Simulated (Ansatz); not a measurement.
Process, species as SMILES: N[Si](N)(F)F -> [NH][Si](N)(F)F + H atom (the H-N bond at the site shown breaks; other sites are not compared here)
Structures are relaxed separately at B3LYP-D3(BJ)/def2-TZVP in Ansatz (a first-principles code), one conformer each, not searched for the lowest. Frequencies are from Ansatz.

Property: bond dissociation energy (enthalpy at 298 K, with B3LYP-D3(BJ) rigid-rotor harmonic-oscillator terms), in kcal/mol. Correlated levels leave the core frozen unless marked. UHF or UKS for open shells. No spin-orbit coupling. Non-relativistic unless marked X2C. Basis-set limits of correlation are two-point, X^-3; Hartree-Fock from the larger set. [CCSD(T)-MP2]/basis is that difference in the basis named.

```json
[
 {"level": "PBE-D3(BJ)/def2-TZVPD", "program": "Ansatz + dftd3", "bond dissociation energy (kcal/mol)": "[?]"},
 {"level": "revPBE-D3(BJ)/def2-TZVPD", "program": "Ansatz + dftd3", "bond dissociation energy (kcal/mol)": "[?]"},
 {"level": "PBE0/def2-QZVPP", "program": "Ansatz", "bond dissociation energy (kcal/mol)": "[?]"},
 {"level": "BHLYP-D3(BJ)/def2-TZVPD", "program": "Ansatz + dftd3", "bond dissociation energy (kcal/mol)": "110.0"},
 {"level": "r2SCAN0/def2-TZVPD", "program": "Ansatz", "bond dissociation energy (kcal/mol)": "109.4"},
 {"level": "HSE06/def2-TZVPD", "program": "Ansatz", "bond dissociation energy (kcal/mol)": "110.5"},
 {"level": "B2PLYP-D3(BJ)/def2-TZVPD", "program": "Ansatz + dftd3", "bond dissociation energy (kcal/mol)": "112.3"},
 {"level": "B2PLYP-D4/def2-TZVPD", "program": "Ansatz + dftd4", "bond dissociation energy (kcal/mol)": "112.2"},
 {"level": "B2PLYP/def2-TZVPD", "program": "Ansatz", "bond dissociation energy (kcal/mol)": "112.0"},
 {"level": "RPA@PBE/cc-pV(T+d)Z", "program": "Ansatz", "bond dissociation energy (kcal/mol)": "110.7"},
 {"level": "SCS-MP2/6-31G", "program": "Ansatz", "bond dissociation energy (kcal/mol)": "109.6"},
 {"level": "X2C-CCSD(T)/cc-pVTZ-DK", "program": "Ansatz", "bond dissociation energy (kcal/mol)": "113.0"},
 {"level": "RI-MP2/CBS(cc-pV(T+d)Z,cc-pV(Q+d)Z)+[CCSD(T)-MP2]/cc-pV(T+d)Z", "program": "Ansatz", "bond dissociation energy (kcal/mol)": "[?]"}
]
```

Fill in the missing entries.


- PBE-D3(BJ)/def2-TZVPD, bond dissociation energy (kcal/mol): 109.9
- revPBE-D3(BJ)/def2-TZVPD, bond dissociation energy (kcal/mol): 107.5
- PBE0/def2-QZVPP, bond dissociation energy (kcal/mol): 110.9
- RI-MP2/CBS(cc-pV(T+d)Z,cc-pV(Q+d)Z)+[CCSD(T)-MP2]/cc-pV(T+d)Z, bond dissociation energy (kcal/mol): 116.1
